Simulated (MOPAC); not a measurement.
MOPAC input (PM6):

```
PM6 FORCE THERMO(298,298) PRECISE LET GEO-OK AUX(PRECISION=9) THREADS=1
C2H10P2Si

C    -0.97865071 1    0.72238097 1    1.62394224 1
Si   -0.16505016 1    0.20422144 1    0.01319331 1
C    -0.54478661 1    1.59210665 1   -1.19289003 1
P    -0.98137953 1   -1.58530728 1   -0.36668099 1
P     1.83550121 1    0.10208577 1   -0.00843308 1
H    -2.07162299 1    0.80611819 1    1.53831833 1
H    -0.76134664 1    0.06551810 1    2.47678869 1
H    -0.61325834 1    1.72600637 1    1.89455611 1
H    -0.23088579 1    1.39624836 1   -2.22689036 1
H    -0.10344256 1    2.55163777 1   -0.88723191 1
H    -1.63521999 1    1.74843412 1   -1.21593107 1
H    -0.69769217 1   -2.38956987 1   -1.53181252 1
H    -2.29787636 1   -1.93174651 1    0.11475511 1
H     2.64673949 1    1.25585946 1   -0.31767748 1
H     2.62283216 1   -0.80506226 1    0.79282839 1
```

From the output:

```
     H   15   0.009001   0.297156   4.491768

          HEAT OF FORMATION =    -276.807908 KCALS/MOLE

          ZERO POINT ENERGY      66.260 KCAL/MOL

           NORMAL COORDINATE ANALYSIS (Total motion = 1 Angstrom)

   Root No.       1         2         3         4         5         6         7         8

                 1 A       1 B       2 A       3 A       2 B       4 A       3 B       4 B

                 143.9     160.9     161.3     173.2     189.5     212.6     229.8     251.0

   x  C    1    0.0016    0.0008    0.0108   -0.0039    0.0029   -0.0007    0.0316   -0.0096
   y  C    1   -0.0118   -0.0019   -0.0397   -0.0073   -0.0047   -0.0186   -0.0215    0.0189
   z  C    1    0.0101    0.0065    0.0084    0.0463    0.0040   -0.0299   -0.0109    0.0309
   x Si    2    0.0013    0.0006    0.0113   -0.0042    0.0023    0.0003    0.0330   -0.0109
   y Si    2   -0.0018    0.0005   -0.0148    0.0055    0.0017   -0.0004    0.0253   -0.0084
   z Si    2    0.0000   -0.0013   -0.0000    0.0000   -0.0017   -0.0000   -0.0012   -0.0149
   x  C    3    0.0110   -0.0016    0.0355    0.0081   -0.0038    0.0181   -0.0126    0.0158
   y  C    3   -0.0046    0.0013   -0.0207    0.0019    0.0040   -0.0042    0.0361   -0.0142
   z  C    3   -0.0101    0.0065   -0.0084   -0.0463    0.0040    0.0299   -0.0109    0.0309
   x  P    4    0.0045   -0.0019   -0.0120    0.0121   -0.0015   -0.0177   -0.0168    0.0138
   y  P    4    0.0120    0.0006    0.0242    0.0028   -0.0126   -0.0131   -0.0169   -0.0199
   z  P    4   -0.0067   -0.0026   -0.0282   -0.0004    0.0001   -0.0045    0.0078   -0.0075
   x  P    5   -0.0127    0.0000   -0.0203   -0.0058   -0.0126    0.0172   -0.0206   -0.0156
   y  P    5   -0.0012   -0.0020    0.0178   -0.0109    0.0018    0.0137   -0.0118    0.0185
   z  P    5    0.0067   -0.0026    0.0282    0.0004    0.0001    0.0045    0.0078   -0.0075
   x  H    6   -0.0252   -0.0175    0.0008   -0.0310    0.0033    0.0034    0.0165   -0.0301
   y  H    6   -0.1477   -0.1231    0.0072    0.0095    0.0333   -0.0492   -0.0448    0.0165
   z  H    6   -0.0462   -0.0466    0.0370    0.0679    0.0232   -0.0474   -0.0151    0.0400
   x  H    7    0.0186    0.0120    0.0256    0.0103    0.0064    0.0145    0.0606   -0.0221
   y  H    7   -0.0038    0.0070   -0.0526   -0.0160   -0.0119   -0.0246   -0.0342    0.0274
   z  H    7    0.1583    0.1386   -0.0451    0.0307   -0.0420   -0.0136    0.0019    0.0557
   x  H    8    0.0116    0.0078    0.0033    0.0096   -0.0023   -0.0272    0.0105    0.0298
   y  H    8    0.1058    0.1054   -0.0944   -0.0333   -0.0461   -0.0040   -0.0237    0.0334
   z  H    8   -0.0689   -0.0669    0.0443    0.0702    0.0312   -0.0518   -0.0182    0.0378
   x  H    9   -0.0011    0.0099    0.0441    0.0128   -0.0098    0.0200   -0.0173    0.0207
   y  H    9   -0.0189    0.0097   -0.0384   -0.0141    0.0093   -0.0204    0.0674   -0.0285
   z  H    9   -0.1583    0.1386    0.0451   -0.0307   -0.0420    0.0136    0.0019    0.0557
   x  H   10    0.1492   -0.1234   -0.0071   -0.0011    0.0331    0.0466   -0.0389    0.0081
   y  H   10   -0.0141    0.0151    0.0011    0.0324   -0.0055   -0.0161    0.0275   -0.0334
   z  H   10    0.0462   -0.0466   -0.0370   -0.0679    0.0232    0.0474   -0.0151    0.0400
   x  H   11   -0.1052    0.1038    0.0904    0.0296   -0.0451    0.0109   -0.0201    0.0400
   y  H   11    0.0163   -0.0198   -0.0277   -0.0179    0.0098    0.0252    0.0163    0.0201
   z  H   11    0.0689   -0.0669   -0.0443   -0.0702    0.0312    0.0518   -0.0182    0.0378
   x  H   12    0.0028    0.0015   -0.0339    0.0350    0.0243   -0.0132   -0.0341    0.0426
   y  H   12    0.0011   -0.0233    0.0101    0.1126    0.0105    0.0951    0.1031    0.2069
   z  H   12   -0.0045    0.0204   -0.0812    0.0005    0.0572   -0.0571   -0.1134   -0.0571
   x  H   13   -0.0022    0.0230   -0.0789    0.0504    0.0997   -0.0086   -0.0827    0.0110
   y  H   13   -0.0202    0.0503   -0.0627    0.1130    0.2376    0.1696    0.0396   -0.0283
   z  H   13    0.0010   -0.0254    0.0301   -0.0384   -0.0967   -0.0255    0.0533   -0.0059
   x  H   14    0.0201    0.0546    0.0811   -0.1222    0.2553   -0.1615    0.0168   -0.0245
   y  H   14   -0.0031    0.0092    0.0599   -0.0193    0.0346    0.0523   -0.0901    0.0180
   z  H   14   -0.0010   -0.0254   -0.0301    0.0384   -0.0968    0.0255    0.0533   -0.0059
   x  H   15   -0.0018   -0.0221   -0.0009   -0.1178    0.0165   -0.0884    0.0907    0.2109
   y  H   15   -0.0024    0.0075    0.0354   -0.0045    0.0207    0.0374   -0.0597   -0.0126
   z  H   15    0.0045    0.0204    0.0812   -0.0005    0.0572    0.0571   -0.1134   -0.0571

   Root No.       9        10        11        12        13        14        15        16

                 5 A       5 B       6 A       6 B       7 A       8 A       7 B       9 A

                 253.1     266.1     332.0     484.7     494.8     633.7     656.6     670.7

   x  C    1   -0.0207   -0.0157   -0.0002    0.0151    0.0070    0.0791   -0.0253    0.0143
   y  C    1   -0.0449    0.0100    0.0144   -0.0007   -0.0007   -0.0078    0.0307    0.0003
   z  C    1   -0.0078   -0.0358   -0.0047   -0.0015   -0.0000   -0.0111    0.0005    0.0317
   x Si    2   -0.0204   -0.0152    0.0001    0.0091    0.0041    0.0028    0.0076   -0.0001
   y Si    2    0.0266   -0.0116   -0.0001    0.0070   -0.0053   -0.0037    0.0058    0.0002
   z Si    2    0.0000    0.0247   -0.0000    0.0021   -0.0000   -0.0000   -0.0012    0.0000
   x  C    3    0.0487    0.0056   -0.0139    0.0032   -0.0011   -0.0130    0.0231   -0.0040
   y  C    3    0.0083   -0.0178    0.0039    0.0148   -0.0069   -0.0784   -0.0324   -0.0137
   z  C    3    0.0078   -0.0358    0.0047   -0.0015    0.0000    0.0111    0.0005   -0.0317
   x  P    4    0.0008   -0.0027    0.0071   -0.0184   -0.0179   -0.0131    0.0024    0.0011
   y  P    4    0.0006    0.0153   -0.0066    0.0023   -0.0027    0.0215    0.0004    0.0047
   z  P    4    0.0255    0.0088    0.0033   -0.0010   -0.0159    0.0355    0.0003    0.0071
   x  P    5   -0.0008    0.0140    0.0046   -0.0026    0.0072   -0.0174    0.0010   -0.0048
   y  P    5   -0.0006   -0.0066   -0.0086   -0.0183    0.0166    0.0182    0.0022    0.0002
   z  P    5   -0.0255    0.0088   -0.0033   -0.0010    0.0159   -0.0355    0.0003   -0.0071
   x  H    6   -0.0415    0.0327    0.0158    0.0218    0.0439    0.0415   -0.1081    0.1895
   y  H    6   -0.0607   -0.0015    0.0174   -0.0137    0.0025    0.0149   -0.0447   -0.0060
   z  H    6   -0.0059   -0.0655   -0.0112   -0.0122   -0.0182    0.0168    0.0082   -0.0663
   x  H    7    0.0349   -0.0372   -0.0242    0.0428   -0.0059    0.0490    0.1464    0.0029
   y  H    7   -0.0735    0.0203    0.0270   -0.0164    0.0043    0.0072   -0.0585   -0.0018
   z  H    7   -0.0211   -0.0352    0.0012   -0.0111   -0.0133    0.0153   -0.0073   -0.0357
   x  H    8   -0.0628   -0.0444    0.0099   -0.0243   -0.0171    0.1588   -0.1413   -0.1568
   y  H    8   -0.0764    0.0345    0.0314   -0.0136    0.0044    0.0093   -0.0495    0.0040
   z  H    8   -0.0036   -0.0657   -0.0121   -0.0110   -0.0154    0.0205   -0.0012   -0.0534
   x  H    9    0.0619    0.0099   -0.0198   -0.0047   -0.0027   -0.0196   -0.0185    0.0009
   y  H    9   -0.0528   -0.0412    0.0303    0.0456    0.0068   -0.0454    0.1565   -0.0033
   z  H    9    0.0211   -0.0352   -0.0012   -0.0111    0.0133   -0.0153   -0.0073    0.0357
   x  H   10    0.0694    0.0070   -0.0209   -0.0076   -0.0138   -0.0251   -0.0712   -0.0434
   y  H   10    0.0244    0.0320   -0.0108    0.0246   -0.0417   -0.0362   -0.0928   -0.1845
   z  H   10    0.0059   -0.0655    0.0112   -0.0122    0.0182   -0.0168    0.0082    0.0663
   x  H   11    0.0901    0.0218   -0.0329   -0.0194    0.0002   -0.0502   -0.0845    0.0368
   y  H   11    0.0408   -0.0518   -0.0014   -0.0199    0.0176   -0.1509   -0.1236    0.1525
   z  H   11    0.0036   -0.0657    0.0121   -0.0110    0.0154   -0.0205   -0.0012    0.0534
   x  H   12    0.0142    0.0097    0.0148    0.0508    0.0610   -0.0014   -0.0023   -0.0094
   y  H   12    0.0269    0.1438    0.2091    0.0946    0.0944    0.0536   -0.0039   -0.0090
   z  H   12    0.0486   -0.0300   -0.0986    0.1367    0.1470    0.0489   -0.0091   -0.0120
   x  H   13    0.0140   -0.0054   -0.0591    0.1024    0.1223    0.0049   -0.0114   -0.0197
   y  H   13   -0.0898    0.0637   -0.1180   -0.1247   -0.0998    0.0362    0.0096    0.0219
   z  H   13    0.0217    0.0072    0.0612   -0.0820   -0.1134    0.0210    0.0101    0.0214
   x  H   14    0.0831    0.0601    0.1293   -0.0939    0.0647   -0.0363    0.0063   -0.0160
   y  H   14   -0.0369   -0.0217    0.0265    0.1313   -0.1440    0.0046   -0.0135    0.0247
   z  H   14   -0.0217    0.0072   -0.0612   -0.0820    0.1134   -0.0210    0.0101   -0.0214
   x  H   15   -0.0297    0.1414   -0.2058    0.1046   -0.1070   -0.0514   -0.0043    0.0111
   y  H   15   -0.0067   -0.0280    0.0400    0.0245   -0.0344    0.0152   -0.0012    0.0067
   z  H   15   -0.0486   -0.0300    0.0986    0.1367   -0.1470   -0.0489   -0.0091    0.0120

   Root No.      17        18        19        20        21        22        23        24

                 8 B      10 A       9 B      11 A      10 B      11 B      12 A      12 B

                 703.8     737.8     799.1     896.0     976.3    1063.7    1065.1    1222.9

   x  C    1    0.0080   -0.0257   -0.0839    0.0363   -0.0113   -0.0026    0.0035   -0.0126
   y  C    1    0.0005   -0.0375   -0.0184   -0.0185   -0.0017   -0.0019   -0.0021   -0.0201
   z  C    1    0.0332    0.0030    0.0112   -0.0001   -0.0136   -0.0026   -0.0012    0.0020
   x Si    2   -0.0019    0.0074    0.0621   -0.0480    0.0178    0.0062   -0.0064    0.0015
   y Si    2   -0.0015   -0.0096    0.0476    0.0626    0.0137    0.0047    0.0083    0.0011
   z Si    2    0.0112   -0.0000   -0.0225    0.0000    0.0827    0.0204    0.0000    0.0003
   x  C    3    0.0025    0.0429   -0.0396    0.0084   -0.0046   -0.0025    0.0011   -0.0227
   y  C    3    0.0076    0.0151   -0.0762   -0.0398   -0.0105   -0.0020   -0.0039   -0.0069
   z  C    3    0.0333   -0.0030    0.0112    0.0001   -0.0136   -0.0026    0.0011    0.0020
   x  P    4    0.0054   -0.0023   -0.0043    0.0089    0.0065    0.0043    0.0043   -0.0000
   y  P    4   -0.0085    0.0050    0.0038   -0.0158   -0.0169   -0.0083   -0.0058   -0.0002
   z  P    4   -0.0120    0.0080    0.0068   -0.0242   -0.0275   -0.0189   -0.0139   -0.0001
   x  P    5   -0.0068   -0.0042    0.0025    0.0129   -0.0146   -0.0069    0.0045   -0.0002
   y  P    5    0.0074    0.0036   -0.0052   -0.0127    0.0107    0.0063   -0.0057    0.0000
   z  P    5   -0.0120   -0.0080    0.0068    0.0242   -0.0275   -0.0189    0.0139   -0.0001
   x  H    6    0.1809    0.0709    0.0117    0.0879   -0.0786   -0.0103    0.0078    0.0122
   y  H    6   -0.0050    0.0337    0.0163    0.0148   -0.0058   -0.0004    0.0014    0.1591
   z  H    6   -0.0621   -0.0105   -0.0142   -0.0162    0.0236    0.0039   -0.0017    0.0782
   x  H    7   -0.0059   -0.2243   -0.2115   -0.0448   -0.0206   -0.0092   -0.0014    0.1037
   y  H    7   -0.0004    0.0668    0.0546    0.0210    0.0062    0.0027    0.0009   -0.0605
   z  H    7   -0.0364    0.0032   -0.0064    0.0020    0.0008    0.0007    0.0002    0.0012
   x  H    8   -0.1589    0.0804   -0.0622    0.0992    0.0593    0.0124    0.0132    0.0047
   y  H    8    0.0027    0.0392    0.0210    0.0183    0.0055    0.0017    0.0025    0.1423
   z  H    8   -0.0480   -0.0023   -0.0171    0.0114    0.0151    0.0019    0.0009   -0.1023
   x  H    9   -0.0020   -0.0062   -0.0022   -0.0087    0.0007    0.0002   -0.0005   -0.0315
   y  H    9   -0.0056    0.2339   -0.2184    0.0487   -0.0215   -0.0096    0.0016    0.1158
   z  H    9   -0.0364   -0.0032   -0.0064   -0.0020    0.0008    0.0007   -0.0002    0.0012
   x  H   10    0.0421   -0.0509    0.0188   -0.0371   -0.0260   -0.0030   -0.0034    0.1568
   y  H   10    0.1760   -0.0597    0.0071   -0.0811   -0.0744   -0.0099   -0.0072   -0.0296
   z  H   10   -0.0621    0.0105   -0.0142    0.0162    0.0236    0.0039    0.0017    0.0782
   x  H   11   -0.0387   -0.0587    0.0041   -0.0434    0.0207    0.0049   -0.0058    0.1386
   y  H   11   -0.1542   -0.0675   -0.0655   -0.0910    0.0558    0.0115   -0.0121   -0.0324
```
